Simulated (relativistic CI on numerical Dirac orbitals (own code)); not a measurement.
**Sensitivity of the levels of Ho VIII to α and to the nuclear radius**

These numbers are calculated, not measured: Dirac-Coulomb-Breit CI, separate exchange-only KLI orbitals for each configuration, derivatives by finite differences, unscaled Slater integrals, QED left out (own radial code, finite nucleus).

Configurations in the expansion (outside the closed core [Kr] 4d10 5s2): 4f9 5p3. The list is cut by size and lacks configurations that can hold low levels.

With x = (α/α₀)² − 1 an excitation energy changes as ω = ω₀ + qx; K = 2q/ω₀ is the relative enhancement. Terms are leading LS components, so labels can repeat. The field-shift factor is F = δν/δ⟨r²⟩ for the transition from the lowest level.

Lowest level 4f9 5p3 9H_9.

| Level | ω₀ (cm⁻¹) | q (cm⁻¹) | K | F (GHz/fm²) |
| --- | --- | --- | --- | --- |
| 4f9 5p3 9H_8 | 4.7 | -3505 | -1490 | 0.589 |
| 4f9 5p3 9H_7 | 2201.7 | -912.6 | -0.829 | 0.729 |
| 4f9 5p3 9H_6 | 4582.5 | 1723 | 0.752 | 0.74 |
| 4f9 5p3 9H_5 | 6902.6 | 4403 | 1.28 | 0.687 |
| 4f9 5p3 9H_4 | 9053.7 | 7089 | 1.57 | 0.6 |
| 4f9 5p3 9F_7 | 9128.3 | -715.6 | -0.157 | 0.557 |
| 4f9 5p3 9H_3 | 10906.5 | 9477 | 1.74 | 0.492 |
| 4f9 5p3 9F_6 | 10957.5 | 1378 | 0.251 | 0.457 |
| 4f9 5p3 9H_2 | 12402.6 | 11660 | 1.88 | 0.374 |
| 4f9 5p3 9F_5 | 12965.8 | 3587 | 0.553 | 0.493 |
| 4f9 5p3 9H_1 | 13445.9 | 13280 | 1.98 | 0.275 |
| 4f9 5p3 9F_4 | 14471.3 | 4508 | 0.623 | 0.603 |
| 4f9 5p3 9F_3 | 15509.4 | 4878 | 0.629 | 0.698 |

At this charge configurations can still be misplaced by up to about 7 % of their energy. Terms inside the open d or f shell come out 10 to 20 % too wide with unscaled integrals. Levels and lines within the n = 5 or 6 shells can be off by up to 10 % or somewhat more, and those that change n by about 2 %, since core polarisation is missing.
